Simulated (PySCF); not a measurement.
## Broadened absorption spectrum of C5H4F3P

Species: C5H4F3P.
Bonds: F1–C2, C2–F3, C2–F4, C2–P5, P5–C6, C6–C7 (double), C7–C8, C8–C9 (double), P5–C9. Hydrogens: H10 on C6; H11 on C7; H12 on C8; H13 on C9.

Method: PySCF 2.14.0, density-fitted response routines, TDDFT B3LYP/def2-SVPD, vertical, gas phase, core orbitals frozen in the response. Isolated species at its GFN2-xTB geometry, gas phase. Torsions of this conformer, `[F:1][C:2]([F:3])([F:4])[p:5]1[cH:6][cH:7][cH:8][cH:9]1`: F1–C2–P5–C6 76°.

Computed states:

```csv
state,E (eV),f
S1,4.36,0.030
S2,4.85,0.074
S3,6.23,0.014
S4,6.34,0.0084
S5,6.50,0.0046
S6,6.54,0.0009
S7,6.86,0.0029
S8,7.12,0.065
```

Broadening: Gaussians 0.25 eV wide at half height, area fixed by f = 4.319×10⁻⁹ ∫ε dν̃. The width is an assumption, not a result. The curve ends short of the highest state used, and states not computed would add to its high-energy end.

**Question.** Give the broadened spectrum and its maxima.

**Answer.** 
```json
{"λ (nm)": "190.1", "ε (L mol⁻¹ cm⁻¹)": "820"}
{"λ (nm)": "194.3", "ε (L mol⁻¹ cm⁻¹)": "1659"}
{"λ (nm)": "198.5", "ε (L mol⁻¹ cm⁻¹)": "2130"}
{"λ (nm)": "202.6", "ε (L mol⁻¹ cm⁻¹)": "989"}
{"λ (nm)": "206.8", "ε (L mol⁻¹ cm⁻¹)": "137"}
{"λ (nm)": "211.0", "ε (L mol⁻¹ cm⁻¹)": "6"}
{"λ (nm)": "215.2", "ε (L mol⁻¹ cm⁻¹)": "0"}
{"λ (nm)": "219.3", "ε (L mol⁻¹ cm⁻¹)": "0"}
{"λ (nm)": "223.5", "ε (L mol⁻¹ cm⁻¹)": "0"}
{"λ (nm)": "227.7", "ε (L mol⁻¹ cm⁻¹)": "0"}
{"λ (nm)": "231.8", "ε (L mol⁻¹ cm⁻¹)": "0"}
{"λ (nm)": "236.0", "ε (L mol⁻¹ cm⁻¹)": "5"}
{"λ (nm)": "240.2", "ε (L mol⁻¹ cm⁻¹)": "94"}
{"λ (nm)": "244.3", "ε (L mol⁻¹ cm⁻¹)": "764"}
{"λ (nm)": "248.5", "ε (L mol⁻¹ cm⁻¹)": "3166"}
{"λ (nm)": "252.7", "ε (L mol⁻¹ cm⁻¹)": "6728"}
{"λ (nm)": "256.8", "ε (L mol⁻¹ cm⁻¹)": "7830"}
{"λ (nm)": "261.0", "ε (L mol⁻¹ cm⁻¹)": "5319"}
{"λ (nm)": "265.2", "ε (L mol⁻¹ cm⁻¹)": "2233"}
{"λ (nm)": "269.4", "ε (L mol⁻¹ cm⁻¹)": "823"}
{"λ (nm)": "273.5", "ε (L mol⁻¹ cm⁻¹)": "982"}
{"λ (nm)": "277.7", "ε (L mol⁻¹ cm⁻¹)": "2042"}
{"λ (nm)": "281.9", "ε (L mol⁻¹ cm⁻¹)": "3075"}
{"λ (nm)": "286.0", "ε (L mol⁻¹ cm⁻¹)": "3173"}
{"λ (nm)": "290.2", "ε (L mol⁻¹ cm⁻¹)": "2307"}
{"λ (nm)": "294.4", "ε (L mol⁻¹ cm⁻¹)": "1211"}
{"λ (nm)": "298.5", "ε (L mol⁻¹ cm⁻¹)": "485"}
{"λ (nm)": "302.7", "ε (L mol⁻¹ cm⁻¹)": "145"}
{"λ (nm)": "306.9", "ε (L mol⁻¹ cm⁻¹)": "34"}
{"λ (nm)": "311.0", "ε (L mol⁻¹ cm⁻¹)": "7"}
```

Maxima: 284 nm (4.36 eV), ε about 3300, made up of S1 (100%); 256 nm (4.84 eV), ε about 7900, made up of S2 (100%); 198 nm (6.27 eV), ε about 2200, made up of S3 (63%) and S4 (35%) (ε in L mol⁻¹ cm⁻¹; maxima over ε = 5, shares over 10%).

**Question.** What would ε be at 4.84 eV, the highest of these maxima, with half the width (0.125 eV)?

**Answer.** About 15800 L mol⁻¹ cm⁻¹ against 7930, a factor of about 1.99; a lone state at its own centre would give exactly 2.

**Question.** Coming from long wavelengths, where does ε first pass 100 L mol⁻¹ cm⁻¹?

**Answer.** At about 304 nm (4.08 eV), 0.28 eV below S1.

**Question.** On this curve, what absorbance would a 10⁻⁴ mol/L sample give at 308 nm over a 1 cm path?

**Answer.** 308 nm is 4.025 eV, where ε is about 22 L mol⁻¹ cm⁻¹, so A = ε c l ≈ 0.0022 (Beer–Lambert, with the gas-phase spectrum and the assumed width).
